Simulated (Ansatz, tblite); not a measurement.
Forces on SbMe2Br (C₂H₆BrSb) at its B3LYP-D4/def2-SVP geometry. Total charge 0; singlet.

In the def2 sets Sb takes a core potential; there is no spin–orbit coupling. The xTB rows come from tblite. B3LYP takes the VWN-RPA correlation.

GFN1-xTB (tblite), largest force 0.80 eV/Å:

```xyz
10
positions Å, forces eV/Å
Sb   -0.411   -0.372    1.221    0.708   -0.369    0.069
C     0.413    1.501    0.454   -0.075    0.010   -0.043
H     1.181    1.278   -0.300   -0.283    0.245    0.255
H     0.858    2.078    1.277   -0.140   -0.129   -0.406
H    -0.403    2.085   -0.002    0.477   -0.150    0.168
C    -0.822   -1.159   -0.776   -0.052    0.068   -0.007
H    -1.078   -2.226   -0.707    0.079    0.402   -0.159
H     0.068   -1.032   -1.408   -0.419   -0.098    0.111
H    -1.672   -0.607   -1.209    0.398   -0.331    0.062
Br    1.867   -1.546    1.450   -0.692    0.353   -0.050
```

GFN2-xTB (tblite), largest force 0.58 eV/Å:

```
Sb 0.143 -0.043 -0.057
C 0.089 0.171 -0.107
H -0.309 0.157 0.296
H -0.190 -0.238 -0.394
H 0.439 -0.303 0.235
C -0.019 -0.065 -0.205
H 0.108 0.468 -0.068
H -0.393 -0.070 0.207
H 0.451 -0.289 0.220
Br -0.320 0.212 -0.127
```

B3LYP-D4/def2-TZVP (Ansatz), largest force 0.36 eV/Å:

```
Sb 0.167 0.043 -0.273
C 0.085 0.145 -0.032
H -0.259 0.064 0.237
H -0.148 -0.190 -0.263
H 0.249 -0.184 0.144
C -0.023 -0.092 -0.140
H 0.075 0.338 -0.015
H -0.283 -0.026 0.206
H 0.259 -0.162 0.138
Br -0.121 0.063 -0.003
```
